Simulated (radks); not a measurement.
Q: Isoelectronic series with 14 electrons, each ion in its NIST ground configuration. Method: scalar-relativistic Kohn-Sham, PBE, spin-polarised, spherical densities, finite nucleus; open shells are filled with parallel spins first (spin-orbit coupling, left out, can overturn this in heavy ions); Fermi nuclear charge, rms radius of each element as measured or else 0.836 A^(1/3) + 0.57 fm; computed with a radial shooting solver on a logarithmic mesh with Libxc functionals. Total energies (hartree) and orbital eigenvalues (eV) (* marks an orbital that is empty in some or all of the ions):

| ion | configuration | E (hartree) | 3p down* | 3p up | 3s down |
|---|---|---|---|---|---|
| Si | [Ne] 3s2 3p2 | -289.86592 | -2.9914 | -4.6208 | -9.6938 |
| Ti8+ | [Ne] 3s2 3p2 | -830.78869 | -175.5505 | -180.8182 | -201.2046 |
| Zn16+ | [Ne] 3s2 3p2 | -1665.17659 | -548.7951 | -557.3698 | -595.7396 |
| Sr24+ | [Ne] 3s2 3p2 | -2800.81282 | -1120.669 | -1132.533 | -1194.370 |
| Pd32+ | [Ne] 3s2 3p2 | -4249.10016 | -1894.117 | -1909.293 | -2004.456 |
| Sm48+ | [Ne] 3s2 3p2 | -8149.7835 | -4065.316 | -4087.275 | -4306.407 |
| Yb56+ | [Ne] 3s2 3p2 | -10648.5474 | -5476.251 | -5501.712 | -5832.926 |
| Pt64+ | [Ne] 3s2 3p2 | -13556.1014 | -7115.223 | -7144.286 | -7643.025 |

Estimate the row of Xe40+ ([Ne] 3s2 3p2).

A: E (hartree) -6025.38343; 3p down* -2873.696; 3p up -2892.232; 3s down -3036.864.
